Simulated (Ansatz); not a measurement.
Species: ZnI, charge 0, multiplicity 2. SMILES of the parent species: [Zn][I]
Coordinates optimised at B3LYP-D3(BJ)/def2-TZVP (Ansatz, a first-principles code):
```xyz
2

Zn     0.0000     0.0000    -1.6289
I      0.0000     0.0000     0.9220
```
Charge 0, spin multiplicity 2.

Wanted: atomisation energy, in kcal/mol. Terms: LANL2DZ with its own core potentials from Na on; atomisation electronic, to ground-state atoms; open shells spin-unrestricted; def2 sets with scalar-relativistic core potentials past Kr; no spin-orbit coupling. First-principles rows: single points at B3LYP-D3(BJ) geometries (Ansatz). The spin state of an ion or metal species was assumed, not searched.

| species | coefficient | E at B3LYP/LANL2DZ (Ansatz), Eh | E at wB97M-V/def2-TZVPD (Ansatz), Eh |
|---|---|---|---|
| [Zn][I] as doublet, charge 0 | -1 | -76.99410 | -2077.01132 |
| I atom | +1 | -11.36262 | -297.66509 |
| Zn atom | +1 | -65.59581 | -1779.29756 |

 1 Eh = 627.5095 kcal/mol.

Q: Work the quantity out at each level.

A: 
- B3LYP/LANL2DZ: the sum of coefficient times E is 0.03567 Eh, or 22.38 kcal/mol. Result: 22.4 kcal/mol.
- wB97M-V/def2-TZVPD: the sum of coefficient times E is 0.04867 Eh, or 30.54 kcal/mol. Result: 30.5 kcal/mol.
